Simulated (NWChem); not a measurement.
# PbNH2F, singlet; SMILES [F][Pb][NH2]

```xyz
5

Pb     0.2720     0.0231     0.0000
F     -0.9798    -1.6216     0.0000
N     -1.3942     1.3389     0.0000
H     -2.3433     0.9733     0.0000
H     -1.3863     2.3544     0.0000
```
Atoms are numbered in this order, from 1.

Program: NWChem. Low-valent species are run as closed-shell singlets; no triplet was tried in these runs. Structure relaxed at the PBE0/def2-SVP level. def2 effective core potentials on Pb; no spin-orbit coupling. Level M06-2X/def2-SVP: energy and gradient on several grids; changes count from the extra-fine grid, which is no exact limit either.

Question: Which is the coarsest grid (medium; fine; xcoarse; coarse; xfine) from which on the energy stays within 100 μHa and each gradient component within 200 μHa/bohr of xfine?

Answer: medium.
| grid | size of the energy change (μHa) | largest change of a gradient component (μHa/bohr) | time, medium = 1 (rough) |
|---|---|---|---|
| xcoarse | 2000 | 4000 | about 1 |
| coarse | 90 | 300 | about 1 |
| medium | < 10 | 90 | about 1 |
| fine | < 10 | 40 | about 1 |
| xfine | < 10 | < 30 | 2 |
